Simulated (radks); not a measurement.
The numbers below are computed, except where a source is named.
Task: The table gives one normalised radial function P(r) = r R(r) (large component) of Yb in [Xe] 4f14 6s1 5d1 (r in bohr). Code: a radial shooting solver on a logarithmic mesh with Libxc functionals. Model: Dirac Kohn-Sham, RPBE, spin-unpolarised, spherical densities, finite nucleus; open shells fill j = l - 1/2 first; Fermi nuclear charge, rms radius 5.3108 fm.

r           P
0.004373   0.0119
0.006071   0.0211
0.008428   0.0366
0.0117     0.0612
0.01624    0.0976
0.02255    0.1450
0.0313     0.1936
0.04345    0.2171
0.06031    0.1720
0.08372    0.0235
0.1162    -0.1914
0.1613    -0.3096
0.224     -0.1366
0.3109     0.2656
0.4316     0.4617
0.5992     0.1094
0.8384    -0.5475
1.164     -0.9218
1.616     -0.8179
2.243     -0.4630
3.114     -0.1693
4.322     -0.0375
6         -0.0042
8.329     -0.0002
11.56     0.0000
16.05     0.0000
22.28     0.0000

Which n and l does it have? It may be an empty orbital.

Result: n = 5, l = 1: the number of nodes gives n - l - 1 = 3, the rise at small r points to l (this Dirac orbital starts outside the nucleus as r^gamma with gamma = sqrt((l + 1)^2 - (Z/c)^2) = 1.93; the j = 3/2 orbital of l + 1 starts with the same power, but with a smaller coefficient, and then steepens), and the extent must fit the shell. The curve is that of 5p3/2; the two j differ most near the nucleus, where j = l - 1/2 has the larger amplitude, and in heavy atoms j = l - 1/2 is also the more compact. 5p3/2: eigenvalue -25.414 eV, 3 radial nodes at r = 0.0870, 0.252, 0.635 bohr, <r> = 1.49 bohr, 90 % of the charge inside 2.21 bohr.
